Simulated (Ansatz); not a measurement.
System: BaF2, charge 1, multiplicity 2. 
Coordinates optimised at B3LYP-D3(BJ)/def2-TZVP (Ansatz, an electronic-structure program):
```xyz
3

Ba     0.0000     0.0000     0.0000
F      0.0000     0.0000    -2.2309
F      0.0000     0.0000     2.2309
```
Charge +1, spin multiplicity 2.

Question: Give the harmonic wavenumbers at B3LYP-D3(BJ)/def2-TZVP (Ansatz, finite differences of forces, unscaled).

Answer: 55, 55, 293, 340 cm⁻¹. Zero-point energy 1.1 kcal/mol.

Question: From these and the geometry, give the ideal-gas thermochemistry at 298.15 K and 1 atm (rigid rotor, harmonic oscillator).

Answer: Point group D∞h, rotational symmetry number 2. Rotational constants 2.672, 2.672 GHz. S(trans) 41.39, S(rot) 16.01, S(vib) 11.90, S(elec, spin only) 1.38, S 70.7 cal/(mol K). H(298) - H(0) 3.61 kcal/mol; G - E(el) -16.4 kcal/mol.
